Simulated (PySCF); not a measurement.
Compound: C5H12GeOSi.
Geometry (PBE0-D3(BJ)/def2-SVP, Å), atoms numbered from 1 in this order:
```xyz
20
C5H12GeOSi angstrom
C     -2.0097    1.3900    1.6051
C     -1.3482    0.4271    0.6368
C     -2.3417   -0.3147   -0.2346
O     -0.6022   -0.5355    1.3721
Si     1.0482   -0.5121    1.5185
C      1.8345   -0.5676   -0.1445
C      2.3367   -0.5989   -1.2608
Ge     3.1148   -0.6543   -2.9966
H     -2.5977    2.1489    1.0671
H     -2.6821    0.8405    2.2818
H     -1.2568    1.9089    2.2172
H     -0.6654    0.9980   -0.0245
H     -2.9441    0.3870   -0.8310
H     -3.0189   -0.9139    0.3934
H     -1.8151   -0.9950   -0.9192
H      1.4247   -1.7182    2.2979
H      1.5289    0.7288    2.1982
H      3.9177   -1.9552   -3.1365
H      4.0374    0.5616   -3.1636
H      1.9877   -0.6116   -4.0383
```

Computed, not measured: TDDFT CAM-B3LYP/def2-SVPD, vertical, gas phase, core orbitals frozen in the response in PySCF 2.14.0, density-fitted response routines. Relativistic effects, spin–orbit coupling among them, are left out although an element past zinc is present.

Ground-to-excited transition dipoles (e·a0, same axes as the geometry; the sign carries no meaning), for the states with f of 0.002 or more among the lowest 10:

```csv
state,E (hartree),μx,μy,μz
S4,0.2538,-0.029,0.035,0.264
S6,0.2755,0.130,-0.021,-0.036
S7,0.2774,-0.325,0.079,0.764
S8,0.2805,0.350,-0.094,-0.167
S9,0.2900,1.223,-0.132,-2.141
S10,0.2968,-0.023,-0.123,0.102
```

**Question.** What oscillator strength does each state have?

**Answer.** f = (2/3) ΔE |μ|² with ΔE in hartree (27.2114 eV).

```csv
state,|μ|² (au),|μ| (D),f
S4,0.072,0.68,0.012
S6,0.019,0.35,0.003
S7,0.696,2.12,0.129
S8,0.159,1.01,0.030
S9,6.097,6.28,1.179
S10,0.026,0.41,0.005
```

**Question.** What angle do the transition dipoles of S7 and S9 make?

**Answer.** |cos θ| = |μa·μb| / (|μa| |μb|) = 0.99, so θ ≈ 7° (taken between 0 and 90°, since the signs are arbitrary).

**Question.** How is the summed strength of these states shared among x, y and z?

**Answer.** (2/3) Σ ΔE μα² gives 0.335 for x, 0.009 for y and 1.013 for z, 1.358 in all.

**Question.** What peak molar absorption coefficient would the strongest computed level give as a lone Gaussian band 0.4 eV wide at half height?

**Answer.** ε(max) = 2.175×10⁸ f / FWHM, with the width in cm⁻¹. S9: 2.175×10⁸ × 1.1786 / 3226 ≈ 79000 L mol⁻¹ cm⁻¹.

The vertical ionisation energy (ΔSCF) is 9.97 eV, 1.89 eV above S10.

On one thread of an Arm Neoverse V1, on a shared host, this took 11 min (grids of density and orbitals included) and 1.6 GiB of memory at its peak.

One conformer stands for the species.
